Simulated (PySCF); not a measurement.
Species: C₃H₈GeO₂S.
SMILES with atom numbers: `[CH3:1][S:2][GeH:3]1[O:4][CH2:5][CH2:6][O:7]1` (hydrogens: H8, H9, H10 on C1; H11 on Ge3; H12, H13 on C5; H14, H15 on C6)

Structure used (PBE0-D3(BJ)/def2-SVP), in Å, numbered top down from 1:
```
atom  x, y, z in Å
C1     2.3131   -0.5194   -0.6152
S2     2.1351    1.2794   -0.8629
Ge3   -0.0068    1.4706   -0.4425
O4    -0.8630    0.0664   -1.1600
C5    -1.7207   -0.4868   -0.1839
C6    -1.1158   -0.2320    1.2002
O7    -0.5577    1.0632    1.2145
H8     3.2570   -0.8095   -1.0951
H9     2.3608   -0.7657    0.4541
H10    1.4808   -1.0529   -1.0928
H11   -0.5061    2.8616   -0.8432
H12   -2.7231   -0.0204   -0.2494
H13   -1.8374   -1.5663   -0.3742
H14   -1.8851   -0.3041    1.9863
H15   -0.3377   -0.9895    1.4206
```

Method: PySCF 2.14.0, density-fitted response routines, TDDFT CAM-B3LYP/def2-SVPD, vertical, gas phase, core orbitals frozen in the response. Relativistic effects, spin–orbit coupling among them, are left out although an element past zinc is present.

Transition dipole moments from the ground state, in atomic units and in the frame of the coordinates above (overall signs are arbitrary), for the states with f of 0.002 or more among the lowest 6:

```json
{"state": "S1", "E (eV)": "5.595", "μx": "0.032", "μy": "-0.006", "μz": "0.144"}
{"state": "S2", "E (eV)": "6.309", "μx": "-0.107", "μy": "0.086", "μz": "0.334"}
{"state": "S3", "E (eV)": "6.677", "μx": "0.129", "μy": "-0.024", "μz": "0.097"}
{"state": "S4", "E (eV)": "6.884", "μx": "0.072", "μy": "0.071", "μz": "-0.047"}
{"state": "S5", "E (eV)": "7.036", "μx": "-0.309", "μy": "0.218", "μz": "0.274"}
{"state": "S6", "E (eV)": "7.072", "μx": "0.473", "μy": "-0.128", "μz": "0.259"}
```

Question: What oscillator strength does each state have?

Answer: f = (2/3) ΔE |μ|² with ΔE in hartree (27.2114 eV).

```json
{"state": "S1", "|μ|² (au)": "0.022", "|μ| (D)": "0.37", "f": "0.003"}
{"state": "S2", "|μ|² (au)": "0.130", "|μ| (D)": "0.92", "f": "0.020"}
{"state": "S3", "|μ|² (au)": "0.027", "|μ| (D)": "0.41", "f": "0.004"}
{"state": "S4", "|μ|² (au)": "0.012", "|μ| (D)": "0.28", "f": "0.002"}
{"state": "S5", "|μ|² (au)": "0.218", "|μ| (D)": "1.19", "f": "0.038"}
{"state": "S6", "|μ|² (au)": "0.307", "|μ| (D)": "1.41", "f": "0.053"}
```

Question: What angle do the transition dipoles of S5 and S6 make?

Answer: |cos θ| = |μa·μb| / (|μa| |μb|) = 0.40, so θ ≈ 67° (taken between 0 and 90°, since the signs are arbitrary).

Question: What peak molar absorption coefficient would the strongest computed level give as a lone Gaussian band 0.3 eV wide at half height?

Answer: ε(max) = 2.175×10⁸ f / FWHM, with the width in cm⁻¹. S6: 2.175×10⁸ × 0.0533 / 2420 ≈ 4800 L mol⁻¹ cm⁻¹.

One conformer stands for the species.

Without π bonds the low states may be Rydberg-like; a valence basis with one diffuse set may place them up to an eV too high.
